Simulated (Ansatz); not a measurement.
CH$_{5}$FSi$_{2}$. Charge 0, multiplicity 1. The bonds changed during the relaxation, so this is another structure than the one it started from.

Cartesian coordinates in Å:
```
F -0.633 -1.994 1.513
Si -1.170 -1.724 0.008
C 0.221 -0.616 -0.603
Si 0.091 1.116 0.124
H -1.333 1.557 0.139
H 0.166 -0.535 -1.695
H 1.199 -1.021 -0.319
H 0.594 1.122 1.520
H 0.863 2.095 -0.686
```

Q: What are the harmonic wavenumbers in cm⁻¹ at PBE0-D4/def2-TZVP (Ansatz, finite differences of forces, unscaled)? (An estimate is asked.)

A: The calculation gave: 26, 72, 134, 294, 513, 552, 653, 718, 729, 831, 931, 939, 949, 953, 1005, 1371, 2205, 2226, 2244, 3046, 3116.

Q: Is this a minimum?

A: Yes, all 21 modes are real.

Q: Give the ideal-gas thermochemistry at 298.15 K and 1 bar (rigid rotor, harmonic oscillator; point group C1, symmetry number 1).

A: Zero-point energy 140.6 kJ/mol; H(298) − E = 160.5 kJ/mol; entropy 348.3 J/(mol·K), of which translation 165.3, rotation 110.2, vibration 72.8; G(298) − E = 56.7 kJ/mol. Modes under 100 cm⁻¹ are hindered rotations or soft bends, so the harmonic entropy is rough.

Q: And at 400, 500, 600, 800 and 1000 K?

A: 
```json
{"T (K)": "400", "H − E (kJ/mol)": "171.4", "S (J/mol/K)": "379.7", "G − E (kJ/mol)": "19.6"}
{"T (K)": "500", "H − E (kJ/mol)": "183.8", "S (J/mol/K)": "407.2", "G − E (kJ/mol)": "-19.8"}
{"T (K)": "600", "H − E (kJ/mol)": "197.4", "S (J/mol/K)": "431.9", "G − E (kJ/mol)": "-61.8"}
{"T (K)": "800", "H − E (kJ/mol)": "227.4", "S (J/mol/K)": "475.0", "G − E (kJ/mol)": "-152.6"}
{"T (K)": "1000", "H − E (kJ/mol)": "260.2", "S (J/mol/K)": "511.6", "G − E (kJ/mol)": "-251.4"}
```

Q: Rotational constants (cm⁻¹)?

A: 0.3057, 0.0791, 0.07067.
